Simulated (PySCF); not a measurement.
**Stretching NaSe⁺**

Set-up: Na def2-SVP, Se def2-SVP; no relativity (PySCF 2.14). Energies in eV from Na⁺ + Se in their ground configurations at the same level. All curves are PBE0. state 1: ³Σ⁻ (triplet), unpaired electrons π ↑↑; state 2: Ms = 0 determinant of mixed spin (⟨S²⟩ near 1.0), unpaired electrons π ↑↓, a mixture of terms (⟨Lz²⟩ = 2.0), a second solution, started from another occupation; state 3: ³Π (triplet), unpaired electrons σ ↑, π ↑, a second solution, started from another occupation; state 4: Ms = 0 determinant of mixed spin (⟨S²⟩ near 1.0), unpaired electrons σ ↓, π ↑, a second solution, started from another occupation.

```csv
R (Å),state 1,state 2,state 3,state 4
2.589,-0.4416,-0.0265,0.1554,0.5654
2.709,-0.5546,-0.1390,0.0474,0.4541
2.829,-0.6138,-0.1975,-0.0199,0.3838
2.920,-0.6335,-0.2167,-0.0517,0.3501
3.010,-0.6381,-0.2208,-0.0720,0.3282
3.100,-0.6315,-0.2138,-0.0838,0.3151
3.221,-0.6109,-0.1927,-0.0902,0.3074
3.371,-0.5732,-0.1546,-0.0887,0.3082
3.552,-0.5196,-0.1009,-0.0794,0.3173
3.793,-0.4455,-0.0270,-0.0624,0.3351
```

Task: Put a parabola through the three lowest points of the state 1 curve and estimate Re, k and ωe (reduced mass 17.85 u; 1 eV/Å² = 0.16022 mdyn/Å; ωe = 1302.8·√(k/μ) cm⁻¹).

Result: Through R = 2.92, 3.01, 3.1 Å the second-order coefficient is 0.691 eV/Å², so Re ≈ 3.002 Å, k ≈ 0.222 mdyn/Å and ωe ≈ 145 cm⁻¹. A polynomial fit of higher order to the unrounded PBE0 energies gives Re = 2.997 Å, k = 0.226 mdyn/Å, ωe = 147 cm⁻¹; anharmonicity and rounding make the difference.

The higher-order fit for each curve: state 1: Re = 2.997 Å, ωe = 147 cm⁻¹, De = 0.64 eV; state 2: Re = 2.994 Å, ωe = 147 cm⁻¹, minimum 0.221 eV below the ground-state fragments; state 3: Re = 3.265 Å, ωe = 78.1 cm⁻¹, minimum 0.091 eV below the ground-state fragments; state 4: Re = 3.281 Å, ωe = 78.9 cm⁻¹, minimum 0.307 eV above the ground-state fragments.

Spin–orbit coupling is left out. For an ion De counts to the pair picked by the measured ionisation energies or electron affinities, which need not be the lowest pair at this level. The state is the lowest determinant that a PBE0 search found; another state may lie lower at other levels.
